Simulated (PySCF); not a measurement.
B(Vi)(OH)(NH2), SMILES C=CB(N)O, PBE0/def2-SVP optimised geometry.

```
11

B      0.37     0.21     0.00
C     -0.42    -1.15     0.00
C     -1.75    -1.22    -0.01
H      0.14    -2.10     0.01
H     -2.30    -2.17    -0.01
H     -2.36    -0.30    -0.02
O     -0.37     1.37     0.00
H      0.16     2.17     0.00
N      1.78     0.21     0.00
H      2.36     1.04     0.00
H      2.31    -0.65     0.00
```

Density from PBE0/def2-TZVP (PySCF 2.14.0) at that geometry.

Minimum of the electron density along straight lines between bonded atoms, close to the bond critical point (lines longer than 1.1 times the sum of covalent radii, or with two minima, are not listed):

```json
[
 {"bond": "B1–C2", "length / Å": "1.569", "ρ at the minimum / e bohr⁻³": "0.187", "∇²ρ there / e bohr⁻⁵": "-0.25", "position (fraction from the first atom)": "0.33"},
 {"bond": "C2–C3", "length / Å": "1.339", "ρ at the minimum / e bohr⁻³": "0.347", "∇²ρ there / e bohr⁻⁵": "-1.05", "position (fraction from the first atom)": "0.49"},
 {"bond": "C2–H4", "length / Å": "1.099", "ρ at the minimum / e bohr⁻³": "0.273", "∇²ρ there / e bohr⁻⁵": "-0.93", "position (fraction from the first atom)": "0.64"},
 {"bond": "C3–H5", "length / Å": "1.096", "ρ at the minimum / e bohr⁻³": "0.277", "∇²ρ there / e bohr⁻⁵": "-0.97", "position (fraction from the first atom)": "0.65"},
 {"bond": "C3–H6", "length / Å": "1.096", "ρ at the minimum / e bohr⁻³": "0.279", "∇²ρ there / e bohr⁻⁵": "-0.98", "position (fraction from the first atom)": "0.65"},
 {"bond": "B1–O7", "length / Å": "1.373", "ρ at the minimum / e bohr⁻³": "0.203", "∇²ρ there / e bohr⁻⁵": "0.90", "position (fraction from the first atom)": "0.33"},
 {"bond": "O7–H8", "length / Å": "0.960", "ρ at the minimum / e bohr⁻³": "0.362", "∇²ρ there / e bohr⁻⁵": "-2.46", "position (fraction from the first atom)": "0.81"},
 {"bond": "B1–N9", "length / Å": "1.413", "ρ at the minimum / e bohr⁻³": "0.205", "∇²ρ there / e bohr⁻⁵": "0.54", "position (fraction from the first atom)": "0.33"},
 {"bond": "N9–H10", "length / Å": "1.011", "ρ at the minimum / e bohr⁻³": "0.337", "∇²ρ there / e bohr⁻⁵": "-1.66", "position (fraction from the first atom)": "0.74"},
 {"bond": "N9–H11", "length / Å": "1.010", "ρ at the minimum / e bohr⁻³": "0.337", "∇²ρ there / e bohr⁻⁵": "-1.69", "position (fraction from the first atom)": "0.74"}
]
```
